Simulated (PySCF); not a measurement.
H$_{3}$B$_{3}$Cl$_{3}$N$_{3}$, charge +1, doublet, at a GFN2-xTB geometry (a state made from the parent by changing its charge; the spin is typed, not shown lowest), with bond 11-6 at 2.0 times its length. Base run: B3LYP/STO-3G run with PySCF.

Geometry (Å):
```xyz
12

Cl    -1.6513    -2.5786    -0.8039
B     -0.7491    -1.1698    -0.3647
N     -1.3984     0.0727    -0.1296
B     -0.6790     1.2440     0.2323
Cl    -1.4968     2.7422     0.5121
N      0.7335     1.1454     0.3571
B      1.4282    -0.0742     0.1324
Cl     3.1481    -0.1636     0.2918
N      0.6649    -1.2181    -0.2275
H     -2.4049     0.1250    -0.2229
H      1.7894     2.7943     0.8711
H      1.1434    -2.0949    -0.3912
```
Charge +1, spin multiplicity 2.
Orbitals are unrestricted.
All else is at PySCF's defaults.
Base energy -1603.00936 Eh.

Each row names what was changed in the base input (with any setting that the change needs).

```csv
change,ΔE vs base (mEh),SCF cycles,<S^2>,outcome
base,0.000,20,0.776,converged
init_guess = atom,0.000,21,0.776,converged
init_guess = mod_huckel,-2.109,22,1.043,another SCF solution
init_guess = vsap,0.000,21,0.776,converged
init_guess = 1e,0.000,29,0.776,converged
solver = newton,-11.571,-,1.169,another SCF solution
diis_space = 2,-,50,-,not converged
DIIS = EDIIS,-,50,-,not converged
level_shift = 0.3 (with mf.max_cycle = 100),0.000,40,0.777,converged
conv_tol = 1e-7,0.000,17,0.776,converged
level_shift = 1.0 (with mf.max_cycle = 100),-,100,-,not converged
conv_tol_grad = 1e-3,0.000,20,0.776,converged
diis = off; damp = 0.6 (with mf.diis_start_cycle = 200; with mf.max_cycle = 150),-11.571,52,1.168,another SCF solution
```

A guess, shift, damping, solver or small numerical setting can't move a converged solution much, so rows marked as another SCF solution ended in a different state.

Open shells are given as the SCF converged; they aren't shown to be the lowest states, and a large step between rows can be another state.
